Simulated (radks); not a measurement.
Values are calculated unless marked as measured or tabulated.
Charge is removed step by step from the 2s level of O5+, starting from [He] 2s1. Code: a radial shooting solver on a logarithmic mesh with Libxc functionals. Model: scalar-relativistic Kohn-Sham, r2SCAN, spin-unpolarised, spherical densities, finite nucleus; meta-GGA in the generalised Kohn-Sham scheme; Fermi nuclear charge, rms radius 2.6991 fm; without spin polarisation the odd electron is poorly described.

| removed (e) | E - E(0) (eV) | eigenvalue (eV) |
|---|---|---|
| 0 | 0.000 | -125.67 |
| 0.1 | 12.676 | -127.85 |
| 0.2 | 25.568 | -130.00 |
| 0.3 | 38.674 | -132.11 |
| 0.4 | 51.988 | -134.16 |
| 0.5 | 65.504 | -136.14 |
| 0.6 | 79.212 | -138.00 |
| 0.7 | 93.098 | -139.70 |
| 0.8 | 107.14 | -141.09 |
| 0.9 | 121.30 | -141.84 |

The mean slope of the eigenvalue, de/dn, is 18.0 eV per electron.
